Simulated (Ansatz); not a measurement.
Relaxation of C2H6O2SSi (12 atoms, charge 0, multiplicity 1), to a largest force component of 0.015 eV/Å in at most 40 steps.

Computed with RKS B3LYP-D4/STO-3G (Ansatz).

```xyz
12
Properties=species:S:1:pos:R:3
C 0.080 -1.911 1.083
C -0.554 -0.681 0.851
Si -0.103 0.568 -0.403
O 1.571 0.395 -0.876
O -1.027 0.524 -1.746
S -0.218 2.513 0.473
H 0.916 -2.209 0.503
H -0.307 -2.514 1.837
H -1.402 -0.371 1.495
H 2.153 0.642 -0.179
H -0.823 -0.177 -2.332
H -0.208 3.167 -0.673
```

Question: Where does it end, and by what steps?

Answer: It converged. Limits of this set-up: minimal basis. After 13 steps the energy has fallen by 0.999 eV; H10 moved furthest, 0.41 Å.

```tsv
step	energy less start (eV)	largest force component (eV/Å)	accepted
0	0.0000	5.831	yes
1	-0.7855	1.508	yes
2	-0.8880	1.044	yes
3	-0.9111	0.517	yes
4	-0.9025	0.743	no
5	-0.9907	0.105	yes
6	-0.9954	0.044	yes
7	-0.9965	0.161	yes
8	-0.9973	0.106	yes
9	-0.9973	0.140	no
10	-0.9983	0.020	yes
11	-0.9986	0.025	yes
12	-0.9986	0.033	no
13	-0.9987	0.014	yes
```

```xyz
12
Properties=species:S:1:pos:R:3
C 0.101 -1.785 1.070
C -0.561 -0.635 0.901
Si -0.093 0.646 -0.386
O 1.488 0.321 -0.961
O -1.053 0.594 -1.800
S -0.399 2.563 0.493
H 0.979 -2.047 0.461
H -0.184 -2.535 1.821
H -1.430 -0.438 1.545
H 2.067 0.247 -0.122
H -0.685 -0.208 -2.319
H -0.152 3.222 -0.670
```

Time of the run: 49 s on 1 thread of Intel(R) Xeon(R) Platinum 8275CL CPU @ 3.00GHz (Skylake/Cascade Lake), with other jobs on the host, peak memory 0.17 GiB.
